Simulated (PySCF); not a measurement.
F3Ga, SMILES [F][Ga-]([F])[F], charge -1, multiplicity 2.

Geometry optimised at PBE-D3(BJ)/def2-SVPD.

Level of theory: PBE-D3(BJ)/def2-SVPD (PySCF).

Frequencies are harmonic and unscaled.

Modes within 1.5 cm⁻¹ of each other (mostly degenerate sets) share a row, with their intensities summed.

| mode | ν (cm⁻¹) | IR (km/mol) | moving atoms (share of kinetic energy) |
|---|---|---|---|
| 1–2 | 156 | 11.8 | F 89 %, Ga 11 % |
| 3 | 199 | 28.6 | F 67 %, Ga 33 % |
| 4 | 497 | 58.8 | F 88 %, Ga 12 % |
| 5–6 | 518 | 255.9 | F 73 %, Ga 27 % |
